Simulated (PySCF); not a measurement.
InI, SMILES [I][In] (connectivity only; charge and spin as stated), neutral, multiplicity 1.

The structure is a stationary point at PBE-D3(BJ)/def2-TZVP. The def2 effective core potentials stand for the cores of I, In; spin–orbit coupling is left out.

All values below come from PBE-D3(BJ)/def2-TZVP (PySCF).

Frequencies are harmonic and unscaled.

```csv
mode,ν (cm⁻¹),IR (km/mol),moving atoms (share of kinetic energy)
1,169,27.3,"In 52 %, I 48 %"
```
